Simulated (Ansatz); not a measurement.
Steps of a relaxation of CH4FGaSi with RKS PBE0-D4/def2-TZVP.

```sh
$ ansatz run in.yaml --threads 2 --pin off --events-out ev --progress --plain --max-ram 4352MiB
```

```yaml
crystal:
  periodic: [false, false, false]
  atoms:
    - {symbol: F, position_ang: [-0.113128, -1.552644, 1.102925]}
    - {symbol: Ga, position_ang: [0.492084, 0.913968, 2.105771]}
    - {symbol: C, position_ang: [0.197116, 0.956570, -0.001414]}
    - {symbol: Si, position_ang: [-0.197985, -0.797545, -0.400614]}
    - {symbol: H, position_ang: [1.130811, 1.327277, -0.476957]}
    - {symbol: H, position_ang: [-0.626428, 1.667460, -0.228496]}
    - {symbol: H, position_ang: [0.803319, -1.516309, -1.261299]}
    - {symbol: H, position_ang: [-1.593688, -1.055878, -0.895816]}
basis:
  gaussian: {orbitals: def2-TZVP}
hamiltonian: {xc: pbe0, dispersion: d4}
relax: {f_tol: 0.005, max_steps: 150}
```

Positions (Å) and forces (eV/Å) along the path, 7 of 7 steps:

```xyz
8
step=1 energy=-64063.9946 eV
F    -0.113   -1.553    1.103   -0.085    0.402   -1.062
Ga    0.492    0.914    2.106   -0.010    0.089   -0.187
C     0.197    0.957   -0.001   -0.011    0.073   -0.183
Si   -0.198   -0.798   -0.401    0.080   -0.170    0.728
H     1.131    1.327   -0.477   -0.458   -0.196    0.221
H    -0.626    1.667   -0.228    0.396   -0.362    0.103
H     0.803   -1.516   -1.261   -0.222    0.133    0.231
H    -1.594   -1.056   -0.896    0.311    0.031    0.149
8
step=2 energy=-64064.0379 eV
F    -0.122   -1.569    1.069   -0.050    0.296   -0.702
Ga    0.498    0.950    2.099   -0.004    0.060   -0.109
C     0.197    0.949    0.009   -0.013   -0.033   -0.061
Si   -0.197   -0.790   -0.404    0.055   -0.298    0.751
H     1.118    1.313   -0.469   -0.116   -0.048    0.070
H    -0.618    1.649   -0.223    0.103   -0.091    0.039
H     0.795   -1.508   -1.249   -0.042    0.068    0.015
H    -1.580   -1.051   -0.887    0.066    0.046   -0.002
8
step=3 energy=-64064.0626 eV
F    -0.132   -1.596    1.036   -0.013   -0.012   -0.070
Ga    0.507    1.003    2.087    0.012    0.064   -0.003
C     0.196    0.935    0.019    0.008   -0.021    0.080
Si   -0.196   -0.797   -0.389   -0.001   -0.140    0.161
H     1.110    1.295   -0.460    0.072    0.026   -0.038
H    -0.615    1.628   -0.214   -0.065    0.053   -0.018
H     0.793   -1.490   -1.248    0.041    0.006   -0.063
H    -1.571   -1.036   -0.888   -0.052    0.024   -0.049
8
step=4 energy=-64064.0708 eV
F    -0.144   -1.639    1.015   -0.003   -0.068    0.061
Ga    0.523    1.081    2.092   -0.003    0.020   -0.045
C     0.196    0.922    0.036    0.026    0.029    0.132
Si   -0.197   -0.809   -0.382   -0.017   -0.075   -0.005
H     1.107    1.280   -0.451    0.069    0.020   -0.047
H    -0.616    1.612   -0.205   -0.068    0.046   -0.028
H     0.793   -1.479   -1.260    0.031    0.007   -0.039
H    -1.570   -1.025   -0.901   -0.036    0.020   -0.029
8
step=5 energy=-64064.0747 eV
F    -0.158   -1.698    0.997    0.002    0.007    0.011
Ga    0.538    1.162    2.088    0.003    0.005    0.017
C     0.197    0.909    0.058    0.016    0.045    0.054
Si   -0.198   -0.824   -0.370   -0.017   -0.033   -0.082
H     1.105    1.262   -0.445    0.015   -0.010   -0.015
H    -0.619    1.595   -0.198   -0.022   -0.002   -0.010
H     0.797   -1.459   -1.273   -0.005   -0.005    0.013
H    -1.570   -1.005   -0.913    0.006   -0.007    0.012
8
step=6 energy=-64064.0750 eV
F    -0.158   -1.695    0.994    0.000   -0.008    0.007
Ga    0.539    1.166    2.093   -0.004   -0.007   -0.016
C     0.198    0.910    0.061    0.007    0.027    0.012
Si   -0.199   -0.824   -0.374   -0.003   -0.007   -0.003
H     1.105    1.261   -0.445   -0.011   -0.003    0.001
H    -0.620    1.593   -0.198    0.009   -0.008   -0.002
H     0.798   -1.462   -1.273   -0.010    0.005    0.002
H    -1.572   -1.007   -0.914    0.011    0.000   -0.002
8
step=7 energy=-64064.0750 eV
F    -0.157   -1.695    0.995    0.000   -0.001    0.001
Ga    0.539    1.164    2.092    0.000    0.000    0.003
C     0.198    0.911    0.061    0.000   -0.001   -0.001
Si   -0.199   -0.824   -0.373    0.001    0.004    0.001
H     1.105    1.261   -0.445   -0.001   -0.001   -0.002
H    -0.620    1.594   -0.199    0.000   -0.001   -0.002
H     0.797   -1.461   -1.273   -0.001    0.001    0.000
H    -1.571   -1.007   -0.914    0.001    0.000   -0.001
```

Run time 43 s (2 threads of an Arm Neoverse V1 on a shared host); peak host memory 0.43 GiB.
